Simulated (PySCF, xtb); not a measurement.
C2H10ClNSi2, SMILES CN[Si@@H](Cl)C[SiH3]. One conformer was computed; it need not be the lowest.

Harmonic wavenumbers (cm⁻¹) from GFN2-xTB run with xtb at its own minimum, in rising order: 37, 54, 82, 101, 107, 148, 186, 227, 304, 410, 465, 493, 528, 628, 683, 704, 711, 781, 792, 799, 811, 853, 1030, 1067, 1108, 1151, 1162, 1362, 1423, 1459, 1490, 1499, 2233, 2243, 2248, 2268, 2919, 2971, 2977, 2991, 3034, 3459.

Q: What does PBE-D3(BJ)/def2-SVP in PySCF give at its own minimum? (Estimate from the structure and the level; the computed values follow.)

A: 52, 66, 98, 127, 155, 186, 212, 265, 327, 465, 475, 515, 563, 660, 704, 742, 777, 806, 828, 898, 909, 924, 977, 1030, 1063, 1100, 1132, 1328, 1351, 1397, 1415, 1444, 2154, 2166, 2173, 2192, 2926, 2996, 3003, 3047, 3057, 3494. Paired by order, the mean absolute difference is 44 cm⁻¹ and the zero-point energies are 71.5 and 71.8 kcal/mol.
